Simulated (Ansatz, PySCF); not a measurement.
Molecule: BaO (charge 0, singlet). SMILES: [Ba]=[O]
Structure (B3LYP-D3(BJ)/def2-TZVP (Ansatz, a quantum-chemistry and plane-wave program) minimum search):
```
Ba
O 1 1.9467
```
Charge 0, spin multiplicity 1.

Wanted: atomisation energy, in kcal/mol. Conventions: atomisation electronic, to ground-state atoms; no spin-orbit coupling; frozen cores in correlated levels (noble-gas shells and the d and f shells of earlier blocks; the outer core of K, Ca and congeners matters and is frozen too); six Cartesian d functions in 6-31G* and its kin unless marked 5d; open shells spin-unrestricted; LANL2DZ with its own core potentials from Na on; def2 sets with scalar-relativistic core potentials past Kr. Ab initio and DFT rows: single points at B3LYP-D3(BJ) geometries (Ansatz). The Hartree-Fock reference of Ba atom is unstable towards a lower, spin-broken solution.

```csv
level,program,atomisation energy (kcal/mol)
HF/LANL2DZ,Ansatz,-101.8
HF/6-31G* with LANL2DZ past Ar,Ansatz,-92.2
SVWN5/6-31G* with LANL2DZ past Ar,Ansatz,25.0
PBE/def2-SVP,Ansatz,142.2
PBE/6-31G* with LANL2DZ past Ar,Ansatz,8.1
BLYP/6-31G* with LANL2DZ past Ar,Ansatz,3.1
BP86/6-31G* with LANL2DZ past Ar (5d),PySCF,6.6
B3LYP/LANL2DZ,Ansatz,-15.7
B3LYP/def2-SVP,Ansatz,125.4
B3LYP/6-31G* with LANL2DZ past Ar,Ansatz,-8.4
PBE0/6-31G* with LANL2DZ past Ar,Ansatz,-9.4
M06-2X/6-31G* with LANL2DZ past Ar (5d),PySCF,-20.9
MP2/LANL2DZ,Ansatz,-12.4
B3LYP/def2-TZVPD,Ansatz,128.2
wB97X-V/def2-TZVPD,Ansatz,132.0
```

No value to compare with is used here. The 13 habitual levels span -101.8 (HF/LANL2DZ) to 142.2 kcal/mol (PBE/def2-SVP); B3LYP/def2-TZVPD gives 128.2.

The levels are drawn from those run, B3LYP/6-31G* more often than the rest, none by its result; left out are runs that failed, that the program found above a lower state of the same kind, or whose <S^2> lies over 0.5 above the pure value.
